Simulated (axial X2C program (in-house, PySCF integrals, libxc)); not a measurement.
Bond lengths and stretching modes, held linear, of BrAlBr⁺

Calculated with an axial X2C code built on PySCF integrals: two-component X2C with atomic mean-field Coulomb and Gaunt terms, Gaussian nuclei, basis Br dyall-av3z, Al dyall-v3z with contracted cores. Spin-free rows use the one-electron spin-free X2C Hamiltonian.

Masses Br 78.918, Al 26.982, Br 78.918 u. States: 2c Ω = 0 (all partner blocks equally filled); spin-free M_S = 0, Λ = 0 (closed shell).

HF, 2c: energies above the lowest point

| r(Br–Al) (Å) | r(Al–Br) (Å) | E (meV) |
| --- | --- | --- |
| 2.0982 | 2.0982 | 52.33 |
| 2.0982 | 2.1520 | 25.71 |
| 2.0982 | 2.2058 | 57.04 |
| 2.1520 | 2.0982 | 25.71 |
| 2.1520 | 2.1520 | 0.00 |
| 2.1520 | 2.2058 | 32.11 |
| 2.1520 | 2.2596 | 110.28 |
| 2.2058 | 2.0982 | 57.04 |
| 2.2058 | 2.1520 | 32.11 |
| 2.2058 | 2.2058 | 64.87 |
| 2.2596 | 2.1520 | 110.28 |
| 2.2596 | 2.2596 | 222.69 |

Problem. Fit a quadratic surface with cubic terms in each bond: where is the minimum, and what are the two stretching wavenumbers?

Solution. At HF, 2c: bonds 2.147 and 2.147 Å; harmonic stretches 265.9 and 688.3 cm⁻¹; force constants 3.25, 3.25 and coupling 0.04 mdyn/Å.

The other levels and Hamiltonians give:

```tsv
Hamiltonian	level	r(Br–Al) (Å)	r(Al–Br) (Å)	lower stretch (cm⁻¹)	upper stretch (cm⁻¹)
2c	PBE0	2.152	2.152	256.2	668.0
2c	LDA	2.147	2.147	251.7	659.5
2c	MP2	2.156	2.156	262.0	680.9
spin-free	PBE0	2.151	2.151	257.0	669.5
spin-free	HF	2.146	2.146	266.5	689.5
spin-free	LDA	2.145	2.145	252.6	661.2
spin-free	MP2	2.155	2.155	262.5	682.0
```

Each state is one determinant, the lowest of a limited PBE0 search; the stretches come from a fit to these few points and carry an uncertainty of a few per cent. Other orders of the atoms were not compared. MP2 freezes inner shells (threshold -2 hartree). The molecule was held linear; bending was not examined, so a bent shape may lie lower.
